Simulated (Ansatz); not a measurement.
**CH4FGe−: structure from calculated spectroscopic constants**

These gas-phase data were calculated for one isomer of CH4FGe− at r2SCAN-D4/def2-SVPD (harmonic, unscaled wavenumbers; equilibrium rotational constants with average atomic masses):

- rotational constants: 19.04, 5.283, 4.497 GHz
- all wavenumbers above 1500 cm⁻¹: 3139, 3050, 2039, 2030

Candidates:

(1) `[CH2-][GeH2][F]`, a singlet
(2) `[CH3][GeH-][F]`, a singlet

Assign the data to one candidate and say why.

Candidate (1). 2 modes lie between 2750 and 3290 cm⁻¹, one for each C–H bond, while (2) has 3.

The same quantities for all candidates:

```tsv
	rotational constants (GHz)	wavenumbers above 1500 cm⁻¹	E above the lowest, r2SCAN-D4/def2-SVPD (kcal/mol)
(1)	19.04, 5.283, 4.497	3139, 3050, 2039, 2030	25.0
(2)	10.47, 6.494, 4.294	3086, 3071, 2976, 1709	0.0
```

Each candidate is one conformer. Programs: Ansatz 0.2.0.
